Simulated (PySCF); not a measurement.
Input file for PySCF: R-M06-2X/6-31G* on C3H8S2 (SMILES CSCSC).

```python
from pyscf import gto, scf, dft, mp
from pyscf.data.elements import chemcore

mol = gto.M(
    atom='''
    C    -2.41766978   -0.29557978    0.24715302
    S    -1.67942035    1.34703686    0.03910904
    C     0.05537497    0.95168901    0.33834565
    S     0.78851774    0.00746080   -1.03993333
    C     2.33063355   -0.52335587   -0.24448260
    H    -3.48112653   -0.18952905    0.03891063
    H    -2.28800236   -0.65255445    1.26898796
    H    -1.98116721   -1.00374077   -0.45429712
    H     0.56812050    1.90607732    0.45670795
    H     0.15628198    0.38061300    1.26297070
    H     2.94781294    0.33113961    0.03324330
    H     2.12901738   -1.13507260    0.63538687
    H     2.87162715   -1.12418407   -0.97432925
    ''',
    basis='6-31g*',
    cart=True,
    charge=0, spin=0, verbose=3, max_memory=1800)
mf = dft.RKS(mol, xc='m062x')
mf.conv_tol = 1e-8
mf.max_cycle = 100
mf.kernel()
if not mf.converged:
    mf = mf.newton().run(mf.mo_coeff, mf.mo_occ)
```

Output:

```
converged SCF energy = -915.363944585981
```

Self-consistency was reached.

Cost: very roughly 18 core-seconds.
